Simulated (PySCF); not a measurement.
Magnetisability: `O=COC1=CC=CC(=O)C1=O`, C7H4O4

Geometry:
```json
{"atom": "O1", "x (Å)": "2.982", "y (Å)": "-1.195", "z (Å)": "0.345"}
{"atom": "C2", "x (Å)": "2.936", "y (Å)": "-0.006", "z (Å)": "0.261"}
{"atom": "O3", "x (Å)": "1.863", "y (Å)": "0.768", "z (Å)": "0.119"}
{"atom": "C4", "x (Å)": "0.571", "y (Å)": "0.308", "z (Å)": "0.035"}
{"atom": "C5", "x (Å)": "0.164", "y (Å)": "-0.978", "z (Å)": "0.049"}
{"atom": "C6", "x (Å)": "-1.229", "y (Å)": "-1.314", "z (Å)": "-0.056"}
{"atom": "C7", "x (Å)": "-2.195", "y (Å)": "-0.388", "z (Å)": "-0.184"}
{"atom": "C8", "x (Å)": "-1.887", "y (Å)": "1.038", "z (Å)": "-0.229"}
{"atom": "O9", "x (Å)": "-2.719", "y (Å)": "1.902", "z (Å)": "-0.381"}
{"atom": "C10", "x (Å)": "-0.400", "y (Å)": "1.431", "z (Å)": "-0.072"}
{"atom": "O11", "x (Å)": "-0.067", "y (Å)": "2.588", "z (Å)": "-0.033"}
{"atom": "H12", "x (Å)": "3.816", "y (Å)": "0.657", "z (Å)": "0.290"}
{"atom": "H13", "x (Å)": "0.877", "y (Å)": "-1.783", "z (Å)": "0.140"}
{"atom": "H14", "x (Å)": "-1.480", "y (Å)": "-2.365", "z (Å)": "-0.033"}
{"atom": "H15", "x (Å)": "-3.237", "y (Å)": "-0.655", "z (Å)": "-0.273"}
```

Method used: GIAO KT3/pcSseg-1 magnetisability, rotational g tensor and spin-rotation constants, non-relativistic, gas phase (PySCF 2.14.0). Geometry: GFN2-xTB.

The gap is small, so the large paramagnetic part is uncertain.

Problem. How diamagnetic is it, and how anisotropic?

Solution. Isotropic -848 × 10⁻³⁰ J/T², or -51.1 × 10⁻⁶ cm³/mol; principal values -1259, -714, -571 × 10⁻³⁰ J/T², anisotropy 629 × 10⁻³⁰ J/T² (root of half the summed squared differences of the principal values). The susceptibility is in cgs units.

Problem. Split it along the inertial axes a, b, c into diamagnetic and paramagnetic parts about the centre of mass, with the quadrupole moment.

Solution. 
```tsv
axis	χ (10⁻⁶ cm³/mol)	diamagnetic (10⁻⁶ cm³/mol)	paramagnetic (10⁻⁶ cm³/mol)	summed x² of all electrons (Å²)	quadrupole Θ (D Å)
a	-40.4	-604.7	564.3	334.3	-9.21
b	-36.9	-1471.4	1434.5	130.0	+4.32
c	-75.8	-1969.8	1894.0	12.5	+4.89
```
Anisotropies 2χaa − χbb − χcc = +31.9 and 2χbb − χaa − χcc = +42.4 × 10⁻⁶ cm³/mol. Θ is traceless in Buckingham's convention.

Problem. And the rotational g tensor?

Solution. 
| axis | rotational constant (GHz) | g | nuclear part | electronic part |
| --- | --- | --- | --- | --- |
| a | 2.3395 | -0.0721 | 0.5481 | -0.6202 |
| b | 0.8187 | -0.0296 | 0.5221 | -0.5518 |
| c | 0.6067 | -0.0110 | 0.5289 | -0.5398 |

Asymmetric top; isotopes 12C, 1H, 16O; no vibrational averaging.
